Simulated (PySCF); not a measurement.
An unknown shows these calculated signals:

¹H NMR (300 MHz, computed): δ 3.88 (m, 4H), 3.54 (m, 4H), 0.82 (s, 4H).

¹³C{¹H} NMR (computed): δ 15.0 (CH2), -8.7 (C).

[PySCF 2.14.0 with density-fitted response routines: shielding tensors at PBE0/pcSseg-1 (GIAO); GFN2-xTB structure; non-relativistic; averaged over atoms made equivalent by symmetry, fast rotation or ring inversion; gas phase; one computed conformer]

Referencing at the same level of theory: ¹H (σref 31.72), ¹³C (σref 186.93) against TMS.

Which of these does the molecule contain: a C≡C triple bond, a three-membered ring, an N-methyl group, an aldehyde, a Si–H bond?

## Answers


- A C≡C triple bond: no.
- A three-membered ring: yes.
- An N-methyl group: no.
- An aldehyde: no.
- A Si–H bond: yes (δH 3.88 (m)).

The data belong to SMILES C1CC12[SiH2][SiH2][SiH2][SiH2]2, C$_{3}$H$_{12}$Si$_{4}$; they needn't prove each group on their own.

Carbon signals by region: 2 below 50 ppm.

Shifts are as computed. Against solution values, carbons near 30 ppm lie about +3 ppm off and those near 130 ppm about +5 ppm. Of 1211 compounds with measured shifts, 218 miss one by over three times the rms of a fit or turn the order of signals round; such compounds aren't used in these exercises. Multiplicities follow the n + 1 count of equivalent neighbours, as no J values were calculated; m marks all less simple cases, F and P coupling included.
